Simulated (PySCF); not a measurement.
## Relaxation of singlet SnN(OH)

Method: PBE0 in PySCF with Sn def2-TZVP with ECP28, N def2-TZVP, O def2-TZVP, H def2-TZVP; scalar-relativistic core potentials, no spin–orbit coupling; density-fitted integrals. A (50,194) grid was used.

A hand-made linear (heavy-atom frame) start, of Cs symmetry, held to at least that symmetry:

```xyz
4
charge 0 multiplicity 1, angstrom
Sn   -0.0049    0.0000    0.0565
N    -0.0049    0.0000    1.9565
O    -0.0049    0.0000   -1.9735
H     0.7305    0.0000   -2.5906
```

Optimiser trace:
```tsv
step	E − E(last) (kJ/mol)	largest gradient (Eh/bohr)
0	26.57	0.04005
1	5.45	0.01201
2	1.67	0.01245
3	0.27	0.00656
4	0.00	0.00039
5	0.00	0.00027
```

It ends at Cs with O–H 0.963 Å, Sn–N 1.820 Å, Sn–O 1.946 Å; H–O–Sn 113.0°, N–Sn–O 173.7°. A frequency run shows a minimum.

Final geometry:
```xyz
4
charge 0 multiplicity 1, angstrom
Sn    0.0172    0.0000    0.0527
N    -0.0370    0.0000    1.8721
O    -0.1404    0.0000   -1.8870
H     0.7131    0.0000   -2.3338
```

The relaxation took of the order of 27 core-seconds on a shared host.
